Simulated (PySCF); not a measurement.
Compound: C6H7NO.
Geometry (PBE0-D3(BJ)/def2-SVP, Å), atoms numbered from 1 in this order:
```xyz
15
C6H7NO angstrom
C     -2.4952   -0.4021   -0.7091
C     -1.5272    0.2262    0.2556
O     -1.8063    0.4440    1.4086
C     -0.1642    0.5950   -0.3153
C      0.8542    0.8691    0.7328
C      2.1666    0.6066    0.6261
C      2.7449    0.0160   -0.5375
N      3.2116   -0.4670   -1.4839
H     -2.1450   -1.4157   -0.9647
H     -3.4902   -0.4673   -0.2525
H     -2.5414    0.1646   -1.6517
H     -0.3313    1.5128   -0.9140
H      0.1771   -0.1590   -1.0427
H      0.4769    1.3082    1.6609
H      2.8512    0.8402    1.4458
```

All values: CAM-B3LYP/def2-SVPD (PySCF, non-relativistic), on one gas-phase PBE0-D3(BJ)/def2-SVP geometry that isn't relaxed in the solvent. The solvent is an IEF-PCM continuum (Bondi radii, 1.10 Å for H, scaled by 1.2). Only the electrostatic response of the medium enters.

Gas phase at CAM-B3LYP/def2-SVPD: HOMO -9.21 eV, LUMO -0.50 eV, dipole 2.36 D.

Problem. What does the continuum do to the energy, the frontier levels and the dipole at CAM-B3LYP/def2-SVPD in benzene and tetrahydrofuran?

Solution. 
```tsv
solvent	ε	E(solvent) − E(gas) (kcal/mol)	polarisation term (kcal/mol)	distortion of the solute (kcal/mol)	HOMO (eV)	LUMO (eV)	dipole (D)
benzene	2.271	-4.74	-5.20	0.46	-9.10	-0.41	2.67
tetrahydrofuran	7.426	-8.60	-10.16	1.56	-9.04	-0.35	2.89
```

The polarisation term is half the interaction of the solute with the surface charges that it induces; the rest is the cost of distorting the solute's density. The sum is the electrostatic part of solvation alone. From benzene to tetrahydrofuran the lowering changes by a factor 1.81, Onsager's factor (ε − 1)/(2ε + 1) by 1.77 and ε itself by 3.3.

Problem. Which radius a makes the point-dipole formula ΔE = −[(ε − 1)/(2ε + 1)]·μ²/a³ give the value in tetrahydrofuran, with the gas-phase dipole?

Solution. μ = 0.928 au and |ΔE| = 0.01370 Eh give a = 1.56 Å; the farthest nucleus lies 3.68 Å from the centroid of the nuclei, so such a sphere wouldn't even hold the nuclei. The formula assumes a rigid point dipole at the centre of a sphere.

Problem. Give the dipole vector in the frame of the coordinates (D, pointing from negative to positive charge), gas and tetrahydrofuran.

Solution. Gas (-2.09, 1.10, 0.01), solvent (-2.50, 1.45, -0.04). Its length changes by +23 % and its direction by 2°.

Problem. How does the static polarisability (CAM-B3LYP/def2-SVPD, frozen core, with the continuum's full static response) change?

Solution. 
```tsv
medium	isotropic (au)	principal values (au)	⟨r²⟩ of the electrons (bohr²)
gas	79.4	55.8, 78.6, 104.0	1283.5
benzene	90.1	62.8, 89.0, 118.4	1284.7
tetrahydrofuran	100.4	70.9, 98.6, 131.6	1285.8
```

The isotropic value in tetrahydrofuran is 1.26 times the gas-phase one; no cavity-field correction is applied. ⟨r²⟩ is taken about the centre of nuclear charge.
